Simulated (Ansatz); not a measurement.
Basis sets compared for the cluster Li5H4⁺ (the lowest singlet isomer of a short search). Charge 1, multiplicity 1. Geometry PBE0-D4/def2-TZVP. Ansatz on 4 threads of Arm Neoverse V1 on a shared host; times are rough, and most runs start from earlier orbitals.

```xyz
9

Li   -0.707   -0.588   -2.284
Li    0.789    0.715    2.221
Li    2.038   -1.352   -0.288
Li   -0.122   -0.189    0.095
Li   -1.956    1.480    0.223
H    -0.688    1.096    1.366
H     0.662   -1.137   -1.345
H    -1.489    0.401   -1.072
H     1.474   -0.425    1.084
```

The structure comes from a short search, and lower isomers may exist.

| level | functions | energy (Eh) | HOMO (eV) | LUMO (eV) | wall time |
| --- | --- | --- | --- | --- | --- |
| HF/STO-3G | 29 | -38.8943 | -12.53 | -1.60 | 0.1 s |
| HF/6-31G | 53 | -39.4647 | -12.87 | -2.25 | 0.21 s |
| PBE-D4/def2-SVP | 65 | -39.7336 | -8.89 | -4.68 | 0.6 s |
| PBE0-D4/def2-SVP | 65 | -39.7673 | -10.02 | -4.02 | 0.65 s |

Question: Estimate the rows for PBE-D4/def2-TZVP, PBE0-D4/def2-TZVP (with forces).

Answer: 
| level | functions | energy (Eh) | HOMO (eV) | LUMO (eV) | wall time |
| --- | --- | --- | --- | --- | --- |
| PBE-D4/def2-TZVP | 94 | -39.7633 | -8.97 | -4.79 | 0.6 s |
| PBE0-D4/def2-TZVP (with forces) | 94 | -39.7943 | -10.11 | -4.17 | 0.87 s |
